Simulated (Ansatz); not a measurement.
Energy difference R1 → P1 + P2, each structure at its B3LYP-D3(BJ)/def2-TZVP stationary point, reached from a drawn start (curvature not checked).
R1: CHCl3 (SMILES ClC(Cl)Cl), charge 0, multiplicity 1.
P1, CHCl2 (SMILES Cl[CH]Cl) (charge 0, multiplicity 2):
```xyz
4

C      0.0077     0.1600     0.1410
Cl     1.4750    -0.6688    -0.1106
Cl    -1.4629    -0.6986     0.0842
H     -0.0198     1.2074    -0.1146
```
P2: Cl atom, charge 0, multiplicity 2.

P less R. No zero-point or thermal terms; singlets are restricted closed shells; open shells are unrestricted; no spin–orbit coupling.

Cores are frozen in the correlated methods. CBS: X⁻³ extrapolation of the correlation energy, Hartree–Fock from the larger set.

Run with Ansatz (a first-principles code). No computed number here is a measurement.

| level | reaction energy (kcal/mol) |
|---|---|
| HF/cc-pV(D+d)Z | 39.90 |
| BLYP/def2-TZVPP | 68.42 |
| revPBE/def2-TZVPP | 70.28 |
| r2SCAN/def2-TZVPP | 71.96 |
| B3LYP/def2-TZVPP | 68.51 |
| BHLYP/def2-TZVPP | 64.81 |
| wB97M-V/def2-TZVPP | 77.06 |
| CCSD/cc-pV(Q+d)Z | 71.28 |
| CCSD(T)/CBS(cc-pV(T+d)Z, cc-pV(Q+d)Z) | ___ |

Problem. What belongs in the gaps?

Solution. 
- CCSD(T)/CBS(cc-pV(T+d)Z, cc-pV(Q+d)Z), reaction energy (kcal/mol): 76.99
